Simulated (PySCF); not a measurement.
Input file for PySCF: R-HF/STO-3G on CH3Cl (SMILES CCl).

```python
from pyscf import gto, scf, dft, mp
from pyscf.data.elements import chemcore

mol = gto.M(
    atom='''
    C    -0.64849717   -0.93590725   -0.17722569
    Cl    0.28490368    0.60188261   -0.15698502
    H    -1.61082673   -0.73619874   -0.63785512
    H    -0.08566876   -1.66041782   -0.75727151
    H    -0.76877939   -1.26738331    0.84976868
    ''',
    basis='sto-3g',
    charge=0, spin=0, verbose=3, max_memory=1800)
mf = scf.RHF(mol)
mf.conv_tol = 1e-8
mf.max_cycle = 100
mf.kernel()
if not mf.converged:
    mf = mf.newton().run(mf.mo_coeff, mf.mo_occ)
```

Question: Give the final energy of this run.

Answer: -493.7229 hartree.
